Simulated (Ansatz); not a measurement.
`C#C[SiH2]B(C)F` + H–F → `CB(F)F` + `C#C[SiH3]`  (cleavage of the B–Si bond)

Calculated with Ansatz (gas phase, PBE0-D4/def2-TZVP geometries, no zero-point term in ΔE). CCSD(T)/CBS is the MP2 limit (def2-TZVPP, def2-QZVPP) plus CCSD(T) − MP2 in def2-TZVPP, frozen cores. This one scheme is used for every species. DFT in def2-TZVPP. B3LYP here is the variant with VWN-RPA as its local correlation; programs differ in this. Each species was taken in one conformer, which may not be the lowest.

Task: Is it downhill or uphill in electronic energy at CCSD(T)/CBS, and by how much? (Estimate.)

Result: The calculation gave: Downhill: ΔE = -181.5 kJ/mol.

Task: What do these levels give: B3LYP-D4, ωB97X-V, ωB97M-V, r2SCAN, HF/def2-TZVPP, SCS-MP2/def2-TZVPP, CCSD/def2-TZVPP, CCSD(T)/def2-TZVPP, SCS-MP2/def2-QZVPP, HF/CBS(def2), MP2/CBS(def2), CCSD/CBS(def2)? (Estimate.)

Result: Ansatz gave: B3LYP-D4 -187.0, ωB97X-V -186.6, ωB97M-V -190.9, r2SCAN -190.7, HF/def2-TZVPP -217.7, SCS-MP2/def2-TZVPP -193.3, CCSD/def2-TZVPP -191.0, CCSD(T)/def2-TZVPP -187.1, SCS-MP2/def2-QZVPP -190.5, HF/CBS(def2) -218.2, MP2/CBS(def2) -183.1, CCSD/CBS(def2) -185.4 kJ/mol.

Largest T1 diagnostic among the species: 0.013.

The D4 term adds +9.2 kJ/mol with B3LYP and +5.5 kJ/mol with PBE0; it sums over pairs of atoms, weighted by their polarisabilities, and B3LYP, whose exchange is more repulsive, gets the larger term. In def2-TZVPP, CCSD(T) changes the Hartree–Fock value by +30.6 kJ/mol (the triples alone add +3.9 kJ/mol) and MP2 by +29.0 kJ/mol.
